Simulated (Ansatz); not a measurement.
`[OH][Zr]([Cl])([Cl])[Cl]` + NH₃ → `[NH2][Zr]([OH])([Cl])[Cl]` + HCl at 400 K and 1 bar (ligand exchange at a Zr–Cl bond).

Gas-phase electronic energies from Ansatz, PBE0-D4/def2-TZVP geometries. CCSD(T)/CBS adds triple-zeta CCSD(T) − MP2 to the extrapolated MP2 energy (def2 sets, frozen cores). This one scheme is used for every species. def2 core potentials past Kr. For Zr outer-core shells are correlated without core-valence functions, which leaves a few kJ/mol of doubt a bond. One conformer a species, not always the lowest.

```json
{"species": "`[OH][Zr]([Cl])([Cl])[Cl]`", "CCSD(T)/CBS energy (Eh)": "-1502.40323", "H − E (kJ/mol)": "78.0", "S (J/(mol·K))": "416.8"}
{"species": "NH₃", "CCSD(T)/CBS energy (Eh)": "-56.50880", "H − E (kJ/mol)": "104.2", "S (J/(mol·K))": "203.1"}
{"species": "`[NH2][Zr]([OH])([Cl])[Cl]`", "CCSD(T)/CBS energy (Eh)": "-1098.49564", "H − E (kJ/mol)": "143.1", "S (J/(mol·K))": "434.3"}
{"species": "HCl", "CCSD(T)/CBS energy (Eh)": "-460.38127", "H − E (kJ/mol)": "29.6", "S (J/(mol·K))": "195.4"}
```

H − E and S are ideal-gas, rigid-rotor, harmonic terms from PBE0-D4/def2-TZVP, for one conformer and one mirror image of each species. 1 Eh = 2625.50 kJ/mol, R = 8.31446 J/(mol·K).

Q: By hand: ΔE, ΔH, ΔS and ΔG.

A: ΔE = (-1098.49564) + (-460.38127) − (-1502.40323) − (-56.50880) = 0.03512 Eh = 92.2 kJ/mol. Δ(H − E) = 143.1 + 29.6 − 78.0 − 104.2 = -9.5, so ΔH = 82.7 kJ/mol. ΔS = 434.3 + 195.4 − 416.8 − 203.1 = 9.8 J/(mol·K). ΔG = 82.7 − 400 × (9.8)/1000 = 78.8 kJ/mol.

Q: By hand: the equilibrium constant, and the temperature at which ΔG would vanish if ΔH and ΔS stayed fixed.

A: log₁₀ K = −ΔG/(RT ln 10) = -10.3. ΔG = 0 at ΔH/ΔS = 8439 K, far beyond where these terms or the molecules hold.

The number of gas molecules stays the same, so ΔS is small and ΔH decides. A doubt of 5 kJ/mol in ΔE shifts log₁₀ K by 0.7 here. Other conformers and mirror images would add mixing entropy, several J/(mol·K) or more a flexible species. These are equilibria of isolated gas molecules and say nothing of rates. Largest T1 diagnostic: 0.016 (customary marks: 0.02 for closed shells, 0.045 for open ones).
